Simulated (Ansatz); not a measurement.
Program: Ansatz 0.2.0.

H5OSSi2 (`O[SiH2]S[SiH2]`) radical at its PBE0-D4/def2-TZVP geometry, where that method's forces vanish. Charge 0, multiplicity 2.

```csv
atom,x (Å),y (Å),z (Å)
O1,-0.514,-1.511,1.271
Si2,0.694,-1.068,0.256
S3,-0.025,-0.255,-1.592
Si4,-0.184,1.767,-0.942
H5,-1.143,-0.839,1.540
H6,1.575,-0.045,0.877
H7,1.423,-2.309,-0.068
H8,-0.648,1.817,0.479
H9,-1.178,2.444,-1.820
```

(1) For each bond, give half the difference of the two atoms' forces along it (eV/Å; positive pushes the atoms apart) under PBE-D4, r2SCAN-D4, B3LYP-D4, ωB97M-V in def2-TZVPP. (Estimate.)

Answers

(1) The calculation gave: 
| bond | length (Å) | PBE-D4 | r2SCAN-D4 | B3LYP-D4 | ωB97M-V |
| --- | --- | --- | --- | --- | --- |
| O1–Si2 | 1.638 | 0.31 | 0.04 | 0.14 | 0.15 |
| O1–H5 | 0.959 | 0.34 | 0.02 | -0.02 | -0.06 |
| Si2–S3 | 2.143 | 0.08 | 0.05 | 0.15 | 0.03 |
| Si2–H6 | 1.486 | -0.01 | -0.04 | -0.12 | -0.14 |
| Si2–H7 | 1.476 | 0.06 | -0.03 | -0.17 | -0.18 |
| S3–Si4 | 2.129 | 0.17 | 0.06 | 0.21 | 0.09 |
| Si4–H8 | 1.495 | 0.10 | -0.02 | -0.07 | -0.10 |
| Si4–H9 | 1.489 | 0.12 | -0.03 | -0.11 | -0.13 |

B3LYP here is the variant with VWN-RPA as its local correlation; programs differ in this.
